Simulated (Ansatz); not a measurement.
Total energies of the cluster Au₂S₂⁻ from Ansatz at PBE0-D4/def2-TZVPD, gas phase (1 Eh = 27.2114 eV = 2625.5 kJ/mol). The reference geometry is relaxed at PBE-D4/def2-SVPD.

```xyz
4

Au    0.720    2.056   -1.620
Au   -0.271   -0.646    0.540
S    -1.818   -1.381    2.004
S     1.369   -0.029   -0.924
```

```csv
state,geometry,energy (Eh)
charge -1 doublet,reference,-1067.74970
charge 0 triplet,reference,-1067.63087
charge -1 quartet,relaxed at PBE-D4/def2-SVPD,-1067.71390
```

In the def2 sets Au takes a core potential; there is no spin–orbit coupling.

Work out the vertical ionisation energy to the triplet.

E(charge 0 triplet) − E(charge -1 doublet) = -1067.63087 − (-1067.74970) = 0.11883 Eh = 3.23 eV. For comparison, −ε of the highest occupied level of the spin that leaves is 1.82 eV at this level, 1.41 eV less.

Which of the charge -1 states is lowest, and how far above it are the others?

The doublet. quartet: -1067.71390 − (-1067.74970) = 0.03580 Eh = 94.0 kJ/mol. The quartet differs in its bonds from the reference.

The structure comes from a short search, and lower isomers may exist.
